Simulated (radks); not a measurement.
Values are calculated unless marked as measured or tabulated.
All-electron atom: the chromium ion Cr3+ in [Ne] 3s2 3p5 3d3 4d1 (not the ground configuration). Code: a radial shooting solver on a logarithmic mesh with Libxc functionals. Model: non-relativistic Kohn-Sham, MS2 meta-GGA, spin-unpolarised, spherical densities, point nucleus; meta-GGA in the generalised Kohn-Sham scheme.

Unscreened Slater integrals over Kohn-Sham orbitals (hartree).

integral      value
F0(4d,4d)   0.26452
F2(4d,4d)   0.13987
F4(4d,4d)  0.094608
F0(4d,3d)   0.34854
F2(4d,3d)  0.071381
F4(4d,3d)  0.032327
G0(4d,3d)  0.027313
G2(4d,3d)  0.029217
G4(4d,3d)  0.021606
F0(4d,3p)   0.35189
F2(4d,3p)  0.064067
G1(4d,3p)  0.026305
G3(4d,3p)  0.020852
F0(4d,3s)   0.35350
G2(4d,3s)  0.024218
F0(3d,3d)   0.89075
F2(3d,3d)   0.42641
F4(3d,3d)   0.26829
F0(3d,3p)   0.93046
F2(3d,3p)   0.45169
G1(3d,3p)   0.55689
G3(3d,3p)   0.34227
F0(3d,3s)   0.94889
G2(3d,3s)   0.42789
F0(3p,3p)   0.98062
F2(3p,3p)   0.49681
F0(3p,3s)    1.0003
G1(3p,3s)   0.66825
F0(3s,3s)    1.0218

Derived for the open shells (J is the average intra-shell exchange parameter used in DFT+U). 3p: J = F2/5 = 0.09936 hartree. 3d: Racah B = F2/49 - 5 F4/441 = 0.005660 hartree, C = 35 F4/441 = 0.02129 hartree, C/B = 3.76, F4/F2 = 0.629, J = (F2 + F4)/14 = 0.04962 hartree. 4d: Racah B = F2/49 - 5 F4/441 = 0.001782 hartree, C = 35 F4/441 = 0.007509 hartree, C/B = 4.21, F4/F2 = 0.676, J = (F2 + F4)/14 = 0.01675 hartree.
